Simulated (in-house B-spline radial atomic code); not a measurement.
Orbital energies and mean radii along the 67-electron series, configuration 1s2 2s2 2p6 3s2 3p6 3d10 4s2 4p6 4d10 4f5/2(6) 4f7/2(7) 5s2 5p6. The effective charge is n√(-2ε), a non-relativistic measure. Computed with a radial B-spline atomic code at the basis-set limit: Dirac-Hartree-Fock, jj configuration that fills j = l - 1/2 first, finite nuclei.

```tsv
ion	Z	energy of 4f5/2 (Eh)	mean radius of 4f5/2 (bohr)	energy of 4d3/2 (Eh)	mean radius of 4d3/2 (bohr)	energy of 5p3/2 (Eh)	mean radius of 5p3/2 (bohr)	effective charge of 4f5/2
Tm2+	69	-1.0583	0.7591	-8.0373	0.56743	-1.6785	1.5138	5.8193
Yb3+	70	?	?	?	?	?	?	?
Lu4+	71	?	?	?	?	?	?	?
Hf5+	72	-3.6219	0.6275	-11.468	0.52733	-3.6408	1.2956	10.766
Ta6+	73	-4.6577	0.59734	-12.804	0.51464	-4.4067	1.2377	12.208
W7+	74	-5.7747	0.571	-14.224	0.50238	-5.2235	1.1856	13.594
```

(1) Fill in the row of Yb3+.

(2) Fill in the row of Lu4+.

(3) How does the screening of 4f5/2 change?

Results:

(1) energy of 4f5/2 (Eh): -1.8135; mean radius of 4f5/2 (bohr): 0.70521; energy of 4d3/2 (Eh): -9.0742; mean radius of 4d3/2 (bohr): 0.55381; energy of 5p3/2 (Eh): -2.2719; mean radius of 5p3/2 (bohr): 1.4329; effective charge of 4f5/2: 7.6179.

(2) energy of 4f5/2 (Eh): -2.6717; mean radius of 4f5/2 (bohr): 0.66274; energy of 4d3/2 (Eh): -10.222; mean radius of 4d3/2 (bohr): 0.5404; energy of 5p3/2 (Eh): -2.9281; mean radius of 5p3/2 (bohr): 1.3603; effective charge of 4f5/2: 9.2463.

(3) Z less the effective charge goes from 63.18 at Z = 69 to 60.41 at Z = 74.
